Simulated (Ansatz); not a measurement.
```yaml
crystal:
  periodic: [false, false, false]
  atoms:
    - {symbol: O, position_ang: [-0.784593, 1.435805, -0.760517]}
    - {symbol: Si, position_ang: [-0.063947, 0.437884, 0.147998]}
    - {symbol: S, position_ang: [1.630953, -0.257434, -0.847115]}
    - {symbol: S, position_ang: [-0.940610, -0.936735, 1.299623]}
    - {symbol: H, position_ang: [-1.328433, 0.961796, -1.472996]}
    - {symbol: H, position_ang: [0.582971, 1.452582, 1.270426]}
    - {symbol: D, position_ang: [1.940496, -1.354205, 0.018872]}
    - {symbol: H, position_ang: [-1.000574, -1.927103, 0.212187]}
basis:
  gaussian: {orbitals: 6-31G}
hamiltonian: {xc: {name: wB97}, pseudopotentials: {relativity: none}}
output: {forces: true}
```

```sh
$ ansatz run in.yaml --threads 2 --pin off --events-out ev --progress --plain --max-ram 4352MiB
```

Output, abridged:

```
Error: YAML parse error: error: line 10 column 16: `D` is not an element symbol (H … Og, case-exact)
 8 |     - {symbol: H, position_ang: [-1.328433, 0.961796, -1.472996]}
 9 |     - {symbol: H, position_ang: [0.582971, 1.452582, 1.270426]}
10 |     - {symbol: D, position_ang: [1.940496, -1.354205, 0.018872]}
11 |     - {symbol: H, position_ang: [-1.000574, -1.927103, 0.212187]}
12 | basis:
```

In this input an element symbol is wrong. The program refused the input.
